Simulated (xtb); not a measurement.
C₃H₆N₂Si, SMILES C1=NCN=C[SiH2]1. All values are semi-empirical tight-binding results from xtb (GFN2-xTB unless named), good for trends rather than for accurate numbers. Geometry: GFN2-xTB. This is a generated structure with no PubChem entry under its InChIKey; it may be hypothetical. The values are those of a single conformer.

Optimised geometry:

```xyz
12

C     -0.2254    -0.1743     1.4014
N      1.0245    -0.0913     1.2516
C      1.6521     0.1913     0.0000
N      1.0245    -0.0913    -1.2516
C     -0.2254    -0.1743    -1.4014
Si    -1.4668     0.1128     0.0000
H     -0.5416    -0.4530     2.4042
H      2.5962    -0.3710     0.0000
H      1.9309     1.2538     0.0000
H     -0.5416    -0.4530    -2.4042
H     -1.8930     1.5134     0.0000
H     -2.5680    -0.8467     0.0000
```
Charge 0, spin multiplicity 1.

```yaml
point_group_as_xtb_finds_it: Cs
orbital_gap: 2.14 eV
dipole_moment: 2.19 D
zero_point_energy: 52.6 kcal/mol
G − E(el) at 298.15 K (modified RRHO): 33.8 kcal/mol
static polarisability (D4 model): 75.0 bohr³
solvation energy, GFN2-xTB/ALPB(water): -3.2 kcal/mol
solvation energy, GFN2-xTB/ALPB(ether): -4.7 kcal/mol
```

Computed atomic charges and the Wiberg bond orders between heavy atoms:
charges (e) C1 -0.03, N2 -0.23, C3 0.08, N4 -0.23, C5 -0.03, Si6 0.42, H7 0.03, H8 0.07, H9 0.07, H10 0.03, H11 -0.08, H12 -0.10. Bond orders C1–N2 1.93, N2–C3 1.03, C3–N4 1.03, N4–C5 1.93, C1–Si6 0.87, C5–Si6 0.87.
